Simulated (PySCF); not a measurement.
H3As.

```xyz
4

As     0.0000     0.0000    -0.0707
H     -1.0973    -0.6335     0.7782
H      1.0973    -0.6335     0.7782
H      0.0000     1.2671     0.7782
```
Charge 0, spin multiplicity 1.

Geometry optimised at B3LYP-D3(BJ)/def2-TZVP.

Method: PBE/pcSseg-1 (PySCF). Non-relativistic, no solvent.

Problem. Give the absolute GIAO shielding of each atom: isotropic value and principal components (ppm). (The exact figures need the calculation; the answer reports its results.)

Solution. 
```tsv
atom	σ(iso)	σ11	σ22	σ33	span
As1	1870.9	1782.0	1915.3	1915.3	133.3
H2	28.9	22.4	23.6	40.8	18.4
H3	28.9	22.4	23.6	40.8	18.4
H4	28.9	22.4	23.6	40.8	18.4
```
